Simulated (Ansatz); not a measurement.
The cluster Cu2S2. Charge 0, multiplicity 3. Geometry r2SCAN-D4/def2-SVP; atoms count from 1.

```xyz
4

Cu    0.366    0.643    0.960
Cu   -0.366   -0.643   -0.960
S     1.670   -0.630   -0.216
S    -1.670    0.630    0.216
```

The structure comes from a short search, and lower isomers may exist.

**Question.** Estimate the Mulliken populations from the PBE0/def2-TZVP orbitals of Ansatz.

**Answer.** 
| atom | charge (e) | spin (α − β) | d electrons |
| --- | --- | --- | --- |
| Cu1 | 0.35 | 0.18 | 9.71 |
| Cu2 | 0.35 | 0.18 | 9.71 |
| S3 | -0.35 | 0.82 | – |
| S4 | -0.35 | 0.82 | – |
Mulliken values and Mayer orders depend strongly on the basis.

**Question.** Where does the spin sit?

**Answer.** Summed by element: Cu 0.35, S 1.65, of 2 unpaired in all. Largest on single atoms: S3 0.82, S4 0.82, Cu1 0.18.

**Question.** And the Mayer bond orders between bonded heavy atoms (over 0.3)?

**Answer.** Cu1–S3 0.91 (2.17 Å); Cu1–S4 0.91 (2.17 Å); Cu2–S3 0.91 (2.17 Å); Cu2–S4 0.91 (2.17 Å). Values over 0.3 also appear between atoms too far apart for a bond (S3–S4 0.37 at 3.60 Å); they arise where an orbital or an unpaired electron spreads over both atoms.
